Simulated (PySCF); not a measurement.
bromine monochloride (BrCl), SMILES ClBr. Atoms are numbered in the order given.

```xyz
2

Cl     0.0000     0.0000    -1.4355
Br     0.0000     0.0000     0.6973
```
Charge 0, spin multiplicity 1.

Geometry optimised at PBE0-D3(BJ)/def2-TZVP.

Calculation: HF/def2-TZVPD (PySCF).

ESP charges are fitted to the potential on shells at 1.4 to 2.0 van der Waals radii. Atomic charges (e):

| atom | ESP fit | IAO |
|---|---|---|
| Cl1 | -0.04 | -0.11 |
| Br2 | 0.04 | 0.11 |
